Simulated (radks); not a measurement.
All-electron atom: the rubidium ion Rb27+ in [Ne]. Method: scalar-relativistic Kohn-Sham, BLYP, spin-polarised, spherical densities, finite nucleus; Fermi nuclear charge, rms radius 4.2036 fm; computed with a radial shooting solver on a logarithmic mesh with Libxc functionals.

Normalised radial functions P(r) = r R(r), r in bohr:

```
   r/bohr * 1s, o 2p, + 3s (the largest magnitude, 4.47, reaches the edge; | marks zero, & curves that meet)
 0.004557                             o +        *
 0.005656                             o +          *
 0.007075                             o +            *
 0.008781                             |o +              *
  0.01099                             |o +                *
  0.01363                             |o +                   *
  0.01706                             | o +                    *
  0.02117                             |  o+                     *
  0.02649                             |  +o                      *
  0.03287                             |  + o                    *
  0.04113                             | +    o                *
  0.05104                             +        o           *
  0.06386                           + |          o    *
  0.07925                         +   |          * o
  0.09836                       +     |      *       o
   0.1231                       +     |   *          o
   0.1527                        +    | *           o
   0.1911                           + *           o
   0.2371                             *  +     o
   0.2967                             *    o  +
   0.3682                             *  o      +
   0.4606                             *o        +
   0.5717                             &      +
   0.7153                             &   +
   0.8877                             &+
    1.111                             &
    1.378                             &
```

1s: eigenvalue -16403.4 eV, 0 radial nodes, <r> = 0.0403 bohr, 90 % of the charge inside 0.0720 bohr. 2p: eigenvalue -3081.3 eV, 0 radial nodes, <r> = 0.151 bohr, 90 % of the charge inside 0.246 bohr. 3s (empty): eigenvalue -1332.6 eV, 2 radial nodes at r = 0.0514, 0.209 bohr, <r> = 0.429 bohr, 90 % of the charge inside 0.622 bohr.
